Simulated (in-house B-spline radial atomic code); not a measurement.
Radial electron density of Ag³⁺, [Kr] 4d8. Computed with an all-electron radial atomic-structure program (B-spline basis): non-relativistic B3LYP, spherical fractional occupations, point nucleus, inside a hard spherical wall at 5.57 bohr.

Caution: exact exchange at fractional occupations of open shells leaves self-interaction of up to several eV.

Columns: r (bohr), 4πr²n(r) (electrons per bohr), bar.

```
 0.00138    1.531 #
 0.00168    2.205 #
 0.00205    3.171 ##
 0.00249    4.489 ###
 0.00303    6.319 ####
 0.00369    8.808 #####
 0.00449     12.1 #######
 0.00547    16.38 ##########
 0.00666    21.72 #############
  0.0081    28.08 #################
 0.00986    35.31 #####################
   0.012    42.89 #########################
  0.0146    49.98 #############################
  0.0178    55.57 #################################
  0.0216    58.45 ##################################
  0.0263    58.22 ##################################
   0.032    55.38 #################################
   0.039    51.95 ###############################
  0.0474    51.03 ##############################
  0.0577    55.01 ################################
  0.0703    63.54 #####################################
  0.0855    72.17 ##########################################
   0.104     74.8 ############################################
   0.127     68.3 ########################################
   0.154    57.55 ##################################
   0.188    51.23 ##############################
   0.228    54.28 ################################
   0.278     60.1 ###################################
   0.338    56.87 #################################
   0.412    41.73 #########################
   0.501    24.92 ###############
    0.61    16.85 ##########
   0.742    17.38 ##########
   0.903    18.56 ###########
     1.1    15.54 #########
    1.34    9.949 ######
    1.63    5.045 ###
    1.98    2.084 #
    2.41   0.6833 
    2.93   0.1721 
    3.57  0.02935 
    4.35 0.002908
```

On this grid the curve has 4 maxima, near 0.0216, 0.104, 0.278, 0.903 bohr.

The 4d radial function P(r) = rR(r), positive near the nucleus:

```csv
r (bohr),P
0.012,0.001429
0.0178,0.004271
0.0263,0.01213
0.039,0.03277
0.0577,0.08102
0.0855,0.1783
0.127,0.3313
0.188,0.4741
0.278,0.4385
0.412,0.05871
0.61,-0.5503
0.903,-0.9484
1.34,-0.8434
1.98,-0.4605
2.93,-0.144
4.35,-0.01904
```
